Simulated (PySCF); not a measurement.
Al(H)(NCO)(OMe) (C2H4AlNO2), SMILES C[O][AlH][N]=C=O.

Geometry: PBE-D3(BJ)/def2-SVP. The structure was generated by enumeration; whether it is a known compound was not checked. The values are those of a single conformer.

Method: PySCF with PBE/def2-TZVP.

Symmetry labels are those of the subgroup Cs that the program uses (full group Cs).

Computed valence orbital energies around the gap with their symmetry:
| orbital | symmetry | energy (eV) |
|---|---|---|
| HOMO−7 | A' | -11.11 |
| HOMO−6 | A" | -10.82 |
| HOMO−5 | A' | -10.76 |
| HOMO−4 | A' | -8.55 |
| HOMO−3 | A" | -7.51 |
| HOMO−2 | A' | -7.36 |
| HOMO−1 | A' | -6.97 |
| HOMO | A" | -6.88 |
| LUMO | A" | -1.80 |
| LUMO+1 | A' | -0.98 |
| LUMO+2 | A' | -0.30 |
| LUMO+3 | A' | 0.46 |
